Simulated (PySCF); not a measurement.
**Ca2: from constants to spectrum**

RHF-CCSD(T) constants of Ca2, ¹Σg⁺ (singlet), closed shell (Ca def2-SVP; no relativity (PySCF 2.14); masses 39.9626 and 39.9626 u):

| Item | Value |
| --- | --- |
| ωe | 63.3 cm⁻¹ |
| ωexe | 0.907 cm⁻¹ |
| Be | 0.042795 cm⁻¹ |
| αe | 0.000597 cm⁻¹ |
| D (centrifugal) | 7.84e-08 cm⁻¹ |
| De to Ca + Ca | 0.124 eV |

Give the vibrational terms G(v) and spacings up to v = 3.

G(v) = ωe(v+½) − ωexe(v+½)².

```csv
v,G(v) (cm⁻¹),G(v) − G(v−1),Bv (cm⁻¹)
0,31,,0.04250
1,93,61,0.04190
2,153,60,0.04130
3,210,58,0.04071
```

How well does the Morse estimate ωe²/(4ωexe) reproduce De, and what is D0?

It gives 0.137 eV, 110 % of the computed De. D0 = De − G(0) = 0.124 − 0.004 = 0.120 eV.

Correlated steps freeze 10 core orbitals. The bond is weak. Basis-set superposition, not corrected here, can be much of De in a small basis, most of all at correlated wavefunction levels.
